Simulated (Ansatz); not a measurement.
This singlet lies 0.93 eV below the relaxed triplet at the level frozen-core CCSD(T)/cc-pVTZ // PBE0-D3(BJ)/def2-TZVP (Ansatz, a program for electronic structure).

A geometry relaxed with Ansatz with PBE0-D3(BJ)/def2-TZVP, charge 0, multiplicity 1:

```xyz
5

Ge     0.9856    -0.4541     0.9236
O     -0.9303    -0.8179    -0.3025
C     -0.6089     0.3124     0.0366
H     -1.2441     1.1791    -0.2267
H      1.7977    -0.2194    -0.4312
```

Question: Write the SMILES of this molecule.

Answer: `O=[CH][GeH]`
